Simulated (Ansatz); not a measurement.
CH9GeNSi can be A, `N[CH2][GeH2][SiH3]`, or B, `N[CH]([SiH3])[GeH3]`.

Program: Ansatz. Geometries: PBE0-D4/def2-TZVP. ΔE: electronic, gas phase. CCSD(T)/CBS adds triple-zeta CCSD(T) − MP2 to the extrapolated MP2 energy (def2 sets, frozen cores). DFT in def2-TZVPP. B3LYP here is the variant with VWN-RPA as its local correlation; programs differ in this. For Ge outer-core shells are correlated without core-valence functions, which leaves a few kJ/mol of doubt a bond. Scalar relativity is left out up to krypton. One conformer a species, not always the lowest.

Question: Which isomer does CCSD(T)/CBS put lower? Give the gap. (An estimate is asked.)

Answer: Ansatz gave: A, by 23.4 kJ/mol.

Question: Give E(B) − E(A) in kJ/mol with CCSD(T)/def2-TZVPP, HF/def2-TZVPP, MP2/def2-TZVPP, B2PLYP, ωB97M-V, PBE-D4, B3LYP. (Best estimate.)

Answer: Ansatz gave: CCSD(T)/def2-TZVPP 24.9, HF/def2-TZVPP 25.7, MP2/def2-TZVPP 21.0, B2PLYP 26.8, ωB97M-V 22.6, PBE-D4 32.5, B3LYP 31.2. None reverses the order clearly.

Largest T1 diagnostic: 0.011.

The D4 term adds −3.5 kJ/mol with B3LYP and −1.6 kJ/mol with PBE0; it sums over pairs of atoms, weighted by their polarisabilities, and B3LYP, whose exchange is more repulsive, gets the larger term.
